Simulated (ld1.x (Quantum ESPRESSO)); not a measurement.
Configuration tests for osmium (PAW)

ld1.x (Quantum ESPRESSO) 7.5 input, shortened:

```
&input
   title='Os', zed=76., rel=1, dft='PZ', iswitch=3,
   config='[Xe] 4f14 5d6.5 6s1.5 6p0'
 /
 &inputp
   pseudotype=3, lpaw=.true., tm=.true., lloc=-2, rcloc=2.35,
   nlcc=.true., new_core_ps=.true., rcore=1.25,
   which_augfun='GAUSS', rmatch_augfun=1.15
 /
6
6S  1  0   1.50   0.00  2.35  2.80  0.0
6S  1  0   0.00   2.95  2.35  2.80  0.0
5P  2  1   6.00   0.00  1.55  1.80  0.0
6P  3  1   0.00   0.00  1.55  1.80  0.0
5D  3  2   6.50   0.00  1.55  2.05  0.0
5D  3  2   0.00  -0.05  1.55  2.05  0.0
 &test
   configts(1)='5p6 5d6.5 6s1.5 6p0'
 /
```

Energies are relative to the spin-unpolarised reference configuration 5p6 5d6.5 6s1.5 6p0; without spin polarisation the order of configurations can differ from experiment. Spin-polarised rows fill each open shell by Hund’s rule, majority spin first. Not all tests gave a result: test run stopped at test 9 of 9 (negative rho). The frozen-core shift is the all-electron ΔE with the core orbitals held at their reference shape minus the fully relaxed ΔE.

```
               valence configuration  charge  ΔE all-electron (eV)  error AE − PS (meV)  frozen-core shift (meV)
                     5p6 5d6 6s1 6p0      +1                 9.791                 -1.5                     +1.0
                     5p6 5d6 6s1 6p1       0                 5.070                 +0.1                     -0.8
                     5p6 5d5 6s2 6p0      +1                11.231                  +31                     +4.4
                   5p6 5d6 6s1.5 6p0    +0.5                 3.972                 +1.1                     -0.7
                     5p6 5d7 6s0 6p0      +1                 9.324                 +4.3                     +7.8
5p6 5d6.5 6s1.5 6p0 (spin-polarised)       0                -1.774                 -9.7                     +9.2
```

Task: What are ΔE and the potential's error for 5p6 5d6 6s0 6p0?

Result: ΔE = 27.074 eV all-electron; the error (AE − PS) is -0.7 meV.

Task: What are ΔE and the potential's error for 5p6 5d6 6s2 6p0?

Result: ΔE = -0.073 eV all-electron; the error (AE − PS) is +7.7 meV.

Levels in the configuration 5p6 5d6 6s0 6p0:

```
level  all-electron (eV)  pseudo (eV)
   5p            -68.331      -68.366
   5d            -23.228      -23.238
```

A variational frozen-core shift is positive and of second order in the change. This column holds negative values, so the frozen-core run of ld1.x carries numerical noise or an error of first order here, and the column gives no more than the rough size of the effect.
